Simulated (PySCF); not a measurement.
A structure optimised at PBE0-D3(BJ)/def2-SVP, used in a PySCF frequency run:

```
O
Si 1 1.6112
F 2 1.5917 1 111.05
F 2 1.5919 3 108.19 1 120.78
F 2 1.5941 3 108.26 4 117.19
Si 1 1.6551 2 150.66 3 -98.03
F 6 1.6147 1 107.98 2 44.36
H 6 1.4786 7 108.91 1 -116.81
H 6 1.4809 8 114.38 7 121.23
```

Problem. Write its SMILES and formula.

Solution. F[SiH2]O[Si](F)(F)F, F4H2OSi2

Problem. What are its rotational constants (standard atomic weights)?

Solution. 3.1762, 0.99992, 0.94994 GHz
